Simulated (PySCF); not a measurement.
A structure optimised at PBE-D3(BJ)/def2-SVP, used in a PySCF frequency run:

```
Si
H 1 1.5085
C 1 1.8917 2 111.03
H 3 1.1084 1 110.43 2 -60.82
H 3 1.1086 4 107.76 1 120.64
H 3 1.1092 4 108.54 5 117.27
C 1 1.9227 2 114.63 3 127.25
H 7 1.1095 1 115.68 2 -86.71
H 7 1.1116 8 107.95 1 -122.89
Si 7 1.9218 8 115.68 9 -122.18
H 10 1.5068 7 110.67 8 -38.10
H 10 1.5073 11 108.77 7 -128.05
Si 1 2.3676 2 121.73 3 -128.90
H 13 1.5068 1 118.42 2 -26.66
Cl 13 2.0985 14 108.16 10 135.91
```

Question: Write its SMILES and formula.

Answer: C[Si@@H]1C[SiH2][Si@@H]1Cl, C2H9ClSi3

Question: What are its rotational constants (standard atomic weights)?

Answer: 1.8809, 1.1169, 0.85021 GHz
